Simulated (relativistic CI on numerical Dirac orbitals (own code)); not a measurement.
Calculated at this level of theory: Dirac-Coulomb-Breit CI, separate exchange-only KLI orbitals for each configuration, model QED, valence Slater integrals scaled by 0.85, P86 correlation energy added to each configuration (own radial code, finite nucleus).

Configuration list (outside the closed core [Xe]): 4f7, 4f6 5d, 4f6 6s, 4f6 6p, 4f5 6s2, 4f6 7s, 4f6 7p, 4f6 8s. Levels of other configurations are missing.

For a near-neutral ion this model can misplace configurations by up to about 10,000 cm⁻¹ (more where the count of f electrons changes) and terms by 10 to 25 % of their spread. Rates follow the energies as ν³ (E1, M1) or ν⁵ (E2), so they and the lifetimes can be off by large factors. The fine structure of a lone outer electron comes out too small, for d and f at times inverted, and misplaced configurations move strength between like terms. 35 of the 51 excited levels that our extract of the measured tables holds in this range could be paired (the sources list more); they are missed by 11297 cm⁻¹ on average and 15063 at most, and levels without a partner can miss by more.

Outline of the computed level scheme of Eu III. Lowest level of each configuration: 4f7 8S°_7/2 at 0.0000 eV; 4f6 5d 8H_3/2 at 2.3168 eV.

Rates of lines that live on the mixing of spin multiplicities can be off by large factors.

LS names give the leading component of a level, which can be under half, so a name can repeat, a term be missing and a line seem to break the LS rules.
